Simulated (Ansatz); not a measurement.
One geometry of (H2In-mu-AsH2)2 (In2As2H8), several levels of theory.

```yaml
crystal:
  periodic: [false, false, false]
  atoms:
    - {symbol: In, position_ang: [1.172289, -0.773577, 1.548890]}
    - {symbol: H, position_ang: [2.516661, 0.201582, 2.005620]}
    - {symbol: H, position_ang: [0.646147, -2.290024, 2.173717]}
    - {symbol: As, position_ang: [1.005943, -0.832901, -1.176704]}
    - {symbol: In, position_ang: [-1.175908, 0.768760, -1.548551]}
    - {symbol: H, position_ang: [-2.518494, -0.211154, -2.000246]}
    - {symbol: H, position_ang: [-0.655076, 2.285091, -2.178144]}
    - {symbol: As, position_ang: [-1.004575, 0.834785, 1.176595]}
    - {symbol: H, position_ang: [0.894814, -2.212775, -1.778587]}
    - {symbol: H, position_ang: [2.253303, -0.383160, -1.898183]}
    - {symbol: H, position_ang: [-0.882428, 2.216687, 1.771670]}
    - {symbol: H, position_ang: [-2.252676, 0.396697, 1.903923]}
basis:
  gaussian: {orbitals: def2-SVP, initial_orbitals: start.molden}
hamiltonian: {xc: {name: LC-wPBE, parameters: {omega: 0.15/bohr}}}
scf: {omitted_lower_state_checks: [starts]}
output: {orbitals: {seedname: orbitals}}
```

The file start.molden holds the orbitals of an earlier run on this structure, at another level or in another basis.

```sh
$ ansatz run in.yaml --threads 2 --pin off --events-out ev --progress --plain --max-ram 22528MiB --backend cpu
```

It prints (some lines left out):

```
Functional definition: LC-wPBE
1822 factors; their error is unknown
223 factors; integrals over basis functions are off by at most 6.4e-7 eV
mean field evaluation 1: about -132126.8843 eV, gradient 3.9e1 eV
mean field evaluation 2: about -132127.3463 eV, gradient 5.8e-1 eV
mean field evaluation 4: about -132127.2709 eV, gradient 8.9e-2 eV
mean field -132127.27088779 eV, -4855.5876460453 hartree, gradient 2.6e-5 eV, S^2 0.000000; 0 other end points of the search recorded, 0 dependent functions left out
reference -132127.27088787 eV, -4855.5876460483 hartree; 58, 58 occupied and 98, 98 virtual orbitals, 1822 factors
Total energy: -132127.27088787 eV, -4855.5876460483 hartree
Checks for a lower state left out: starts
```

Hardware: 2 threads of AMD EPYC 7R13 on a shared host. Wall time 3 s.

As the first input, with `gaussian: {orbitals: def2-TZVP, initial_orbitals: start.molden}`, `correlation: {method: mp2}` and without the key `hamiltonian` (abridged; 10 s):

```
Functional definition: HF
mean field -132015.56599971 eV, -4851.4825671248 hartree, gradient 1.1e-6 eV, S^2 0.000000
26 core orbitals not correlated: weight in the atoms' cores, before any rotation towards them, 1.000 or more for the frozen orbitals, at most 0.000 for the correlated occupied ones
second order -30.81954084 eV of doubles, -0.00000000 eV of singles
Total energy: -132046.38554056 eV, -4852.6151643606 hartree
Checks for a lower state left out: starts
```

Geometry: PBE0-D4/def2-SVP.

In the def2 sets In takes a core potential; there is no spin–orbit coupling. Correlated methods freeze 26 core orbitals; core or outer-core shells of In, As are correlated, in sets that lack core-valence functions.
